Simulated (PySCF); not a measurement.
Si(CCH)2(F)(OH) (C₄H₃FOSi), SMILES C#C[Si](O)(F)C#C. The structure is a stationary point at PBE-D3(BJ)/def2-SVP. The structure was generated by enumeration, and PubChem lists no compound with its InChIKey, so it may never have been made. One conformer was computed; it need not be the lowest.

Give the equilibrium geometry at PBE-D3(BJ)/def2-SVP (PySCF confirms it by a frequency run) as a Z-matrix. (An estimate is asked for; the answer gives what the named calculation found.)

One answer among several that fit: 
```
Si
F 1 1.6336
O 1 1.6590 2 110.17
H 3 0.9737 1 114.83 2 76.35
C 1 1.8189 2 108.65 3 -117.99
C 5 1.2274 2 146.34 1 176.97
H 6 1.0827 2 156.48 1 178.24
C 1 1.8276 2 106.83 3 121.14
C 8 1.2284 2 146.75 1 178.84
H 9 1.0828 2 156.65 1 179.68
```
Charge 0, spin multiplicity 1.
